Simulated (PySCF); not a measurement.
## Computed properties of Zr(Cl)2(OH) (Cl2HOZr), SMILES [Zr+]([OH])([Cl])[Cl], charge +1, multiplicity 1

Cl₂HOZr, SMILES [OH][Zr+]([Cl])[Cl], charge +1, multiplicity 1. Geometry: B3LYP-D3(BJ)/def2-SVP. The multiplicity is an assumed one; other spin states were not compared. The isomer is the one that the SMILES or the coordinates give; other isomers of the formula were not compared. The def2 effective core potentials stand for the cores of Zr; spin–orbit coupling is left out. One conformer was computed; it need not be the lowest. All values are computed for the isolated molecule unless a solvent is named; none is compared with measurement here.

**Structure.** The optimised structure has Cs symmetry. All 9 harmonic modes at B3LYP-D3(BJ)/def2-SVP (PySCF) are real, so it is a minimum. With heavy atoms numbered as in [Zr+:1]([Cl:2])([Cl:3])[OH:4], the shortest bond between them is Zr1–O4 at 1.854 Å and the longest Zr1–Cl3 at 2.289 Å.

**Vibrations.** The strongest infrared lines (harmonic, unscaled, degenerate partners summed) lie at 3806 cm⁻¹ (682 km/mol, H 94 %), 542 cm⁻¹ (218 km/mol, H 84 %, O 15 %), 407 cm⁻¹ (184 km/mol, H 85 %, O 14 %). The softest mode is at 96 cm⁻¹ and the zero-point energy is 9.8 kcal/mol.

**Electronic structure.** ωB97X/def2-TZVPD (PySCF) places the frontier levels at -16.66 and -6.53 eV, a gap of 10.13 eV and a mean polarisability of 62.6 bohr³. PBE/def2-TZVPD (PySCF) at the same geometry gives -12.97 and -9.45 eV, so its gap is 6.61 eV narrower. An orbital gap is neither the optical nor the fundamental gap.

**Excitations.** TDDFT-PBE0/def2-SVPD (PySCF) has S1 at 4.25 eV (291 nm, f = 0.003, weak); the most intense of the 10 singlets computed lies at 4.63 eV (f = 0.01). T1 (TDA) is at 4.16 eV. TDDFT-PBE/def2-SVPD (PySCF) puts S1 at 3.55 eV. No vertical singlet excitation falls in the visible range (under 3.1 eV).
